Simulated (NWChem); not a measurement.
System: SrClF; SMILES [F][Sr][Cl]

The following NWChem deck was run.

```
start job
memory heap 200 mb stack 900 mb global 1100 mb
geometry units angstroms noautoz
  Sr     0.059911     0.346834     0.000000
  F     -1.324562     1.939073     0.000000
  Cl     0.095390    -2.282733     0.000000
end
basis spherical
  * library def2-svp
end
ecp
  Sr library def2-ecp
end
dft
  xc m06-l
  grid fine
  iterations 150
  mulliken
end
task dft gradient
```

Parts of the log:

```
             Northwest Computational Chemistry Package (NWChem) 7.3.0
             --------------------------------------------------------

 CS  symmetry detected

                             Geometry "geometry" -> ""
                             -------------------------

 Output coordinates in angstroms (scale by  1.889725989 to convert to a.u.)

  No.       Tag          Charge          X              Y              Z
 ---- ---------------- ---------- -------------- -------------- --------------
    1 Sr                  38.0000     0.28681257     0.42104556     0.00000000
    2 F                    9.0000    -0.70604262     2.28282672     0.00000000
    3 Cl                  17.0000    -0.26732318    -2.14971599     0.00000000

 Effective nuclear repulsion energy (a.u.)     233.9399260979

      Symmetry information
      --------------------

 Group name             Cs
 Group number              2
 Group order               2
 No. of unique centers     3

                                 NWChem DFT Module
                                 -----------------

 Summary of "ao basis" -> "ao basis" (spherical)
 ------------------------------------------------------------------------------
       Tag                 Description            Shells   Functions and Types
 ---------------- ------------------------------  ------  ---------------------
 Sr                         def2-svp                 9       23   4s3p2d
 F                          def2-svp                 6       14   3s2p1d
 Cl                         def2-svp                 8       18   4s3p1d

      Symmetry analysis of basis
      --------------------------

        a'         39
        a"         16

            General Information
            -------------------
          SCF calculation type: DFT
          Wavefunction type:  closed shell.
          No. of atoms     :     3
          No. of electrons :    36
           Alpha electrons :    18
            Beta electrons :    18
          Charge           :     0
          Spin multiplicity:     1
          Use of symmetry is: on ; symmetry adaption is: on
          Maximum number of iterations: 150
          AO basis - number of functions:    55
                     number of shells:    23
          Convergence on energy requested:  1.00D-06
          Convergence on density requested:  1.00D-05
          Convergence on gradient requested:  5.00D-04

              XC Information
              --------------
                        M06-L Method XC Functional
                         M06-L Exchange Functional  1.000
                       M06-L Correlation Potential  1.000

             Grid Information
             ----------------
          Grid used for XC integration:  fine
          Radial quadrature: Mura-Knowles
          Angular quadrature: Lebedev.
          Tag              B.-S. Rad. Rad. Pts. Rad. Cut. Ang. Pts.
          ---              ---------- --------- --------- ---------
          Sr                  2.00      141          10.0       974
          F                   0.50       70          11.0       590
          Cl                  1.00      123          10.0       770
          Grid pruning is: on
          Number of quadrature shells:   334
          Spatial weights used:  Erf1

      Superposition of Atomic Density Guess
      -------------------------------------

 Sum of atomic energies:        -593.49667335

      Non-variational initial energy
      ------------------------------

 Total energy =    -588.804654
 1-e energy   =    -972.526503
 2-e energy   =     308.765115
 HOMO         =      -0.455169
 LUMO         =      -0.124115

      Symmetry analysis of molecular orbitals - initial
      -------------------------------------------------

  Numbering of irreducible representations:

     1 a'          2 a"

  Orbital symmetries:

     1 a'          2 a'          3 a'          4 a'          5 a'
     6 a"          7 a'          8 a'          9 a'         10 a'
    11 a"         12 a'         13 a'         14 a"         15 a'
    16 a'         17 a"         18 a'         19 a'         20 a"
    21 a'         22 a'         23 a"         24 a'         25 a"
    26 a'         27 a'         28 a'

     ---------------------------------------------
      Total Density - Mulliken Population Analysis
     ---------------------------------------------

    Atom       Charge   Shell Charges
 -----------   ------   -------------------------------------------------------
    1 Sr  10     8.42   0.74  1.23  0.15  0.00  5.87  0.18  0.03  0.16  0.05
    2 F    9     9.86   1.99  1.17  0.81  3.65  2.24  0.00
    3 Cl  17    17.72   2.00  1.99  1.24  0.73  5.95  2.26  3.55  0.00

   convergence    iter        energy       DeltaE   RMS-Dens  Diis-err
 ---------------- ----- ----------------- --------- --------- ---------
 d= 0,ls=0.0,diis     1   -590.5785289828 -6.66D+02  5.99D-02  8.71D-01
 d= 0,ls=0.0,diis     2   -586.4912681255  4.09D+00  5.35D-02  2.83D+01
 d= 0,ls=0.0,diis     3   -590.6746198218 -4.18D+00  1.36D-02  1.63D-01
 d= 0,ls=0.0,diis     4   -590.6972088441 -2.26D-02  2.68D-02  1.01D-01
 d= 0,ls=0.0,diis     5   -590.4861134021  2.11D-01  2.05D-02  5.33D-01
 d= 0,ls=0.0,diis     6   -590.6401005010 -1.54D-01  7.28D-03  7.23D-02
  Resetting Diis
 d= 0,ls=0.0,diis     7   -590.6702849049 -3.02D-02  5.37D-03  2.14D-02
 d= 0,ls=0.0,diis     8   -590.6833679988 -1.31D-02  4.77D-03  5.19D-03
 d= 0,ls=0.0,diis     9   -590.6863091038 -2.94D-03  1.28D-03  5.68D-03
 d= 0,ls=0.0,diis    10   -590.6868597803 -5.51D-04  5.09D-04  1.55D-03
 d= 0,ls=0.0,diis    11   -590.6869782149 -1.18D-04  1.59D-04  6.25D-05
 d= 0,ls=0.0,diis    12   -590.6869948215 -1.66D-05  5.60D-05  4.91D-06
 d= 0,ls=0.0,diis    13   -590.6869954853 -6.64D-07  1.10D-05  2.35D-07
 d= 0,ls=0.0,diis    14   -590.6869955275 -4.22D-08  1.53D-06  8.66D-09

         Total DFT energy =     -590.686995527485
      One electron energy =     -977.696823916958
           Coulomb energy =      355.320744492020
    Exchange-Corr. energy =      -43.267650258753
 Nuclear repulsion energy =       74.956734156206

 Numeric. integr. density =       35.999999865718

                  Occupations of the irreducible representations
                  ----------------------------------------------

                     irrep           alpha         beta
                     --------     --------     --------
                     a'               14.0         14.0
                     a"                4.0          4.0

                       DFT Final Molecular Orbital Analysis
                       ------------------------------------

 Vector   16  Occ=2.000000D+00  E=-2.386497D-01  Symmetry=a'
              MO Center= -3.1D-01, -1.6D+00, -2.7D-15, r^2= 3.2D+00
   Bfn.  Coefficient  Atom+Function         Bfn.  Coefficient  Atom+Function
  ----- ------------  ---------------      ----- ------------  ---------------
    49      0.576697  3 Cl py                46      0.423477  3 Cl py
    43      0.249973  3 Cl py                 6      0.226776  1 Sr py
    27      0.197236  2 F  px                30     -0.150218  2 F  px
     3      0.132880  1 Sr s                 14      0.113306  1 Sr d -2
    28     -0.094027  2 F  py                 9     -0.091870  1 Sr py

 Vector   17  Occ=2.000000D+00  E=-2.297348D-01  Symmetry=a"
              MO Center= -2.5D-01, -2.0D+00, -2.9D-15, r^2= 1.5D+00
   Bfn.  Coefficient  Atom+Function         Bfn.  Coefficient  Atom+Function
  ----- ------------  ---------------      ----- ------------  ---------------
    50      0.634973  3 Cl pz                47      0.443051  3 Cl pz
    44      0.262934  3 Cl pz                15     -0.092677  1 Sr d -1
     7     -0.066535  1 Sr pz                13      0.066278  1 Sr pz
    29     -0.061726  2 F  pz                32      0.053379  2 F  pz
    20     -0.047120  1 Sr d -1              10      0.031057  1 Sr pz

 Vector   18  Occ=2.000000D+00  E=-2.279427D-01  Symmetry=a'
              MO Center= -2.6D-01, -1.9D+00, -2.1D-15, r^2= 1.9D+00
   Bfn.  Coefficient  Atom+Function         Bfn.  Coefficient  Atom+Function
  ----- ------------  ---------------      ----- ------------  ---------------
    48      0.629856  3 Cl px                45      0.440594  3 Cl px
    42      0.261228  3 Cl px                28     -0.097365  2 F  py
     6      0.087278  1 Sr py                31      0.076183  2 F  py
     5     -0.066032  1 Sr px                19     -0.065377  1 Sr d -2
    27      0.065264  2 F  px                14     -0.055066  1 Sr d -2

 Vector   19  Occ=0.000000D+00  E=-7.580057D-02  Symmetry=a'
              MO Center=  2.0D+00,  8.3D-01, -6.1D-14, r^2= 7.2D+00
   Bfn.  Coefficient  Atom+Function         Bfn.  Coefficient  Atom+Function
  ----- ------------  ---------------      ----- ------------  ---------------
     4      0.963935  1 Sr s                 11      0.504961  1 Sr px
    23      0.212273  1 Sr d  2               3     -0.191628  1 Sr s
     2     -0.179400  1 Sr s                 18      0.176824  1 Sr d  2
    12      0.170864  1 Sr py                 5     -0.107679  1 Sr px
    21      0.093083  1 Sr d  0              19      0.091299  1 Sr d -2

[...]

                         DFT ENERGY GRADIENTS

    atom               coordinates                        gradient
                 x          y          z           x          y          z
   1 Sr      0.541997   0.795661   0.000000   -0.001956   0.001483   0.000000
   2 F      -1.334227   4.313917   0.000000    0.001667  -0.003704   0.000000
   3 Cl     -0.505168  -4.062374   0.000000    0.000289   0.002221   0.000000
```

Level: M06-L/def2-SVP with def2 effective core potentials on Sr. All runs use the structure optimised with PBE0/def2-SVP. def2 effective core potentials on Sr; no spin-orbit coupling.
